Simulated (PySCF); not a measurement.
Q: Write a Z-matrix for 3-methylbutanethioamide (`CC(C)CC(N)=S`) as optimised with PBE0-D3(BJ)/def2-SVP.

A: 
Z-matrix in Å and degrees, rows numbered from 1:
```
C 
C   1  1.5230
C   2  1.5224  1  111.78
C   2  1.5331  1  111.56  3   124.17
C   4  1.5085  2  113.31  1    60.61
N   5  1.3403  4  115.43  2  -120.24
S   5  1.6521  4  122.25  2    59.19
H   1  1.1037  2  111.19  3   -62.37
H   1  1.1010  2  111.32  3   176.83
H   1  1.1006  2  110.93  3    57.15
H   2  1.1039  1  108.13  3  -119.87
H   3  1.1014  2  111.52  1  -177.82
H   3  1.1009  2  110.96  1   -57.71
H   3  1.1032  2  111.29  1    61.85
H   4  1.1058  2  109.58  1   -63.47
H   4  1.1018  2  108.84  1   179.75
H   6  1.0113  5  121.71  4    -0.27
H   6  1.0129  5  118.76  4   179.90
```

Of the pairs four or more bonds apart, H15···H17 is among the closest relative to their van der Waals radii: 2.18 Å, 91 % of the sum of Bondi's values. N6 (nitrogen bound to a thiocarbonyl carbon) is planar (angles 121.7°, 119.5° and 118.8°, sum 360.0°, 0.00 Å off the plane of its three neighbours). The 4 C–C bonds span 1.508 Å (C4–C5, drawn single) to 1.533 Å (C2–C4, drawn single), a spread of 0.025 Å.

Theory: PySCF, PBE0-D3(BJ)/def2-SVP geometry optimisation, gas phase.

Point group: C1 (no symmetry element, even within 0.4 Å). Whether it is a minimum is left open (no frequencies). One conformer, not necessarily the lowest (C1–C2–C4–C5 61°, C2–C4–C5–N6 -120°, C4–C5–N6–H 0° and 180°).
